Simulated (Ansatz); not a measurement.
Sr₃S₄, 7 atoms. Hardware: 4 threads of INTEL XEON PLATINUM 8581C on a shared host.

In the def2 sets Sr takes a core potential; there is no spin–orbit coupling. Correlated methods freeze 20 core orbitals; core or outer-core shells of Sr are correlated, in sets that lack core-valence functions.

(1) How many basis functions does each of these Ansatz runs have, and roughly what does it cost? BLYP-D4/def2-TZVP, charge 0 singlet, energy, from earlier orbitals; PBE-D4/def2-TZVP, charge 0 singlet, energy and forces, from earlier orbitals; PBE-D4/def2-SVP, charge 0 singlet, relaxation, 8 steps; PBE-D4/def2-SVP, charge 0 singlet, energy, from earlier orbitals; r2SCAN-D4/def2-TZVP, charge 0 singlet, energy, from earlier orbitals; MP2/def2-TZVP, charge 0 singlet, energy, from earlier orbitals; ωB97M-V/def2-TZVP, charge 0 singlet, energy, from earlier orbitals; PBE0-D4/def2-TZVP, charge 0 singlet, energy, from earlier orbitals; BHLYP-D4/def2-TZVP, charge 0 singlet, energy, from earlier orbitals; PBE0-D4/def2-SVP, charge 0 singlet, energy, from earlier orbitals; CCSD(T)/def2-SVP, charge 0 singlet, energy, from earlier orbitals.

Results:

(1) Other jobs shared the machine, so times can vary by a factor of up to 3. A dash marks memory too small to be measured apart from the calling script's.

```tsv
run	functions	fitting or Cholesky vectors	wall time	peak host memory (GiB)
PBE-D4/def2-SVP, charge 0 singlet, energy, from earlier orbitals	141	1663	1.6 s	–
BLYP-D4/def2-TZVP, charge 0 singlet, energy, from earlier orbitals	247	1983	2.9 s	–
PBE0-D4/def2-SVP, charge 0 singlet, energy, from earlier orbitals	141	1312	3 s	–
PBE-D4/def2-TZVP, charge 0 singlet, energy and forces, from earlier orbitals	247	1983	3.7 s	–
MP2/def2-TZVP, charge 0 singlet, energy, from earlier orbitals	247	1761	5.5 s	0.75
PBE0-D4/def2-TZVP, charge 0 singlet, energy, from earlier orbitals	247	2050	6 s	1.1
BHLYP-D4/def2-TZVP, charge 0 singlet, energy, from earlier orbitals	247	2196	6 s	1.2
r2SCAN-D4/def2-TZVP, charge 0 singlet, energy, from earlier orbitals	247	1983	6.5 s	0.57
PBE-D4/def2-SVP, charge 0 singlet, relaxation, 8 steps	141	1663	11 s	–
ωB97M-V/def2-TZVP, charge 0 singlet, energy, from earlier orbitals	247	1995	14 s	1.5
CCSD(T)/def2-SVP, charge 0 singlet, energy, from earlier orbitals	141	1312	19 s	1.1
```
